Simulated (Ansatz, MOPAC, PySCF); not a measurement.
Noncovalent pair: PH3 (SMILES P) (first 4 atoms) with AsH3 (SMILES [AsH3]); geometry from B3LYP-D3(BJ)/def2-TZVP, rigid monomers moved along the line of their centres of mass till P1···As5 is 5.10 Å.
(charge 0, multiplicity 1):
```xyz
8

P     -0.552     0.177     0.274
H      0.716    -0.456     0.256
H     -1.264    -1.048     0.245
H     -0.594     0.343    -1.135
As    -0.421    -0.377     5.340
H     -1.785     0.300     5.378
H      0.313     0.957     5.398
H     -0.386    -0.537     6.858
```

Interaction energies are E(AB) − E(A) − E(B) at the monomers' geometry in the complex; basis-set methods are counterpoise corrected. Rows marked so take none.

Frozen-core correlation. Filled d and f shells under p-block atoms count as core. CBS(a, b) extrapolates the correlation energy as X⁻³ and adds the Hartree–Fock energy of set b. Rows in 6-31G* carry no dispersion term and start afresh at each structure (6-31G* with six Cartesian d functions); the Pople sets are all-electron and without relativity. MP2/6-31G* freezes PySCF's default core, which leaves 3d correlated. The state that PM3, PM7 reach isn't checked; PM7 holds dispersion and hydrogen-bond terms.

Run with Ansatz (a program for electronic structure); MOPAC for PM3, PM7 (differences of heats of formation); PySCF for 6-31G* rows, the dispersion terms. Values without a source in brackets are computed.

Other levels give for the interaction energy: PBE/def2-TZVPPD -1.0; B3LYP/def2-TZVPPD -0.1; B3LYP-D3(BJ)/def2-TZVPPD -1.8; wB97M-V/def2-TZVPPD -1.5; CCSD(T)/CBS(def2-SVPD, def2-TZVPPD) -1.6 kJ/mol.

Question: What do these common cheap choices give for the same quantity: PM3, PM7, HF/6-31G*, BP86/6-31G* (no counterpoise), B3LYP/6-31G* (no counterpoise), M06-2X/6-31G* (no counterpoise), MP2/6-31G*, MP2/6-31G* (no counterpoise)?

Answer: PM3 0.9; PM7 -2.8; HF/6-31G* -0.7; BP86/6-31G* (no counterpoise) -0.1; B3LYP/6-31G* (no counterpoise) -0.6; M06-2X/6-31G* (no counterpoise) -1.6; MP2/6-31G* -1.3; MP2/6-31G* (no counterpoise) -1.7 kJ/mol. They span -2.8 to 0.9 kJ/mol.
